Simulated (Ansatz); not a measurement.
## Abstraction of Br: C3H7Br + GeH(CH3)2 → C3H7 + GeH(CH3)2Br

Species: C3H7Br (2-bromopropane) `CC(C)Br`, singlet; GeH(CH3)2, doublet; C3H7 (methylethyl) `C[CH]C`, doublet; GeH(CH3)2Br, singlet. A radical takes Br: the energy is the difference in strength between the C–Br bond broken and the Ge–Br bond made.

Shapes, held fixed at every level: PBE0-D4/def2-TZVP. Programs: Ansatz 0.2.0. Electronic energies: no zero-point or thermal term.

(1) Estimate ΔE of this reaction.

Results:

(1) The highest level, CCSD(T)/def2-TZVPP, gives ΔE = -71.7 kJ/mol; the levels span -86.1 to -64.4. The column of differences is taken from that level and isn't an error. No measured value is set beside it here. Open shells run unrestricted unless RO is named. Relativity is left out for Br, Ge unless named. Correlated rows may include outer-core shells of Br, Ge, which these sets cover unevenly.

```json
{"level": "PBE-D4/def2-TZVPP", "kind": "GGA", "ΔE (kJ/mol)": "-69.7", "less CCSD(T)/def2-TZVPP": "+2.0"}
{"level": "r2SCAN-D4/def2-TZVPP", "kind": "meta-GGA", "ΔE (kJ/mol)": "-86.1", "less CCSD(T)/def2-TZVPP": "-14.4"}
{"level": "B3LYP-D4/def2-TZVPP", "kind": "global hybrid", "ΔE (kJ/mol)": "-79.0", "less CCSD(T)/def2-TZVPP": "-7.3"}
{"level": "PBE0-D4/def2-TZVPP", "kind": "global hybrid", "ΔE (kJ/mol)": "-78.6", "less CCSD(T)/def2-TZVPP": "-6.9"}
{"level": "wB97X-V/def2-TZVPP", "kind": "range-separated hybrid", "ΔE (kJ/mol)": "-80.0", "less CCSD(T)/def2-TZVPP": "-8.3"}
{"level": "MP2/def2-TZVPP", "kind": "perturbation theory", "ΔE (kJ/mol)": "-64.4", "less CCSD(T)/def2-TZVPP": "+7.3"}
{"level": "CCSD/def2-TZVPP", "kind": "coupled cluster or CI", "ΔE (kJ/mol)": "-77.4", "less CCSD(T)/def2-TZVPP": "-5.7"}
{"level": "CCSD(T)/def2-TZVPP", "kind": "coupled cluster or CI", "ΔE (kJ/mol)": "-71.7", "less CCSD(T)/def2-TZVPP": "0.0"}
```
